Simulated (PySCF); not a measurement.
**Tellurium: a sound run and one with changed settings**

Sound run: Te²⁺ [Kr] 4d10 5s2 5p2, Te³⁺ [Kr] 4d10 5s2 5p1. Computed with PySCF 2.14 in x2c-TZVPall (8s6p4d2f, 60 functions), with scalar relativity by spin-free X2C-1e. In the sound run the correlated levels freeze [Kr] 4d10. The sound run starts from symmetry-adapted Hartree-Fock orbitals and uses a fine grid where one is needed.

Changed run: the non-relativistic Hamiltonian (point nucleus). This setting is unsound on purpose.

```tsv
species	method	sound run (hartree)	changed run (hartree)	converged
Te²⁺	UHF	-6789.89479	-6470.33465	yes
Te²⁺	BP86	-6793.43163	-6474.33868	yes
Te²⁺	M06-2X	-6793.26732	-6474.16554	yes
Te²⁺	MP2	-6789.93943	-6470.38142	yes
Te³⁺	UHF	-6788.90520	-6469.34865	yes
Te³⁺	BP86	-6792.41764	-6473.32818	yes
Te³⁺	M06-2X	-6792.25839	-6473.16036	yes
Te³⁺	MP2	-6788.93899	-6469.38443	yes
```

Ionisation energy of Te²⁺:

```json
{"method": "UHF", "sound run (eV)": "26.928", "changed run (eV)": "26.831"}
{"method": "BP86", "sound run (eV)": "27.592", "changed run (eV)": "27.497"}
{"method": "M06-2X", "sound run (eV)": "27.455", "changed run (eV)": "27.352"}
{"method": "MP2", "sound run (eV)": "27.223", "changed run (eV)": "27.129"}
{"method": "SCS-MP2", "sound run (eV)": "27.163", "changed run (eV)": "27.068"}
```

Most of the change in total energy is the relativistic energy itself. On top of that the contraction fixes the core shape for the Hamiltonian it was made with, so the changed run is not a good calculation with the other Hamiltonian either.

For comparison, NIST gives 27.84 ± 0.04 eV between the lowest levels.
